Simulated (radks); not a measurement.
The numbers below are computed, except where a source is named.
Spherical jellium clusters: N electrons in a uniform positive sphere of charge N and radius rs N^(1/3), rs = 3.04 bohr. Level of theory: non-relativistic Kohn-Sham, PBEsol, spin-polarised, spherical densities (a radial shooting solver with Libxc functionals). Levels are named by radial order and angular momentum (1s, 1p, 1d, 2s, ...), and open shells are averaged over m.

N = 5, configuration 1s2 1p(up 3, down 0). This is the lowest configuration that the search found. Occupied and some empty levels:

| level | occupation | eigenvalue (eV) | <r> (bohr) |
|---|---|---|---|
| 1s up | 1 | -6.0178 | 3.758 |
| 1s down | 1 | -5.0761 | 3.561 |
| 1p up | 3 | -3.5370 | 4.826 |
| 1p down | 0 | -2.3568 | 4.902 |
| 1d up | 0 | -0.95124 | 6.423 |
| 2s up | 0 | -0.92457 | 7.744 |

Energy (eV): total -6.84927, kinetic 13.926, external -147.81, Hartree 70.183, exchange-correlation -21.664, background 78.520.
